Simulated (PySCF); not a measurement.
Zn(I)(tBu), SMILES C[C](C)(C)[Zn][I] (GFN2-xTB optimised geometry):

```
15

Zn    -0.932     0.047     0.000
I     -2.889     1.682     0.000
C      1.116     0.047     0.000
C      1.806    -1.281     0.286
C      1.554     0.575    -1.364
C      1.484     1.065     1.077
H      2.889    -1.134     0.288
H      1.570    -2.023    -0.473
H      1.520    -1.678     1.257
H      1.346    -0.144    -2.155
H      1.059     1.517    -1.610
H      2.630     0.762    -1.358
H      0.985     2.023     0.915
H      1.227     0.704     2.073
H      2.560     1.250     1.059
```

Method: PBE0/def2-TZVP, def2 effective core potentials past Kr (PySCF).

Problem. What are the frontier orbital energies and the dipole moment?

Solution. HOMO-2 -7.26 eV, HOMO-1 -7.24 eV, HOMO -6.94 eV, LUMO -1.95 eV, LUMO+1 -0.49 eV; dipole moment 3.16 D.

On the same geometry PBE/def2-TZVP, def2 effective core potentials past Kr (PySCF) gives HOMO-2 -6.18 eV, HOMO-1 -6.13 eV, HOMO -5.97 eV, LUMO -2.68 eV, LUMO+1 -1.18 eV; dipole moment 3.10 D.
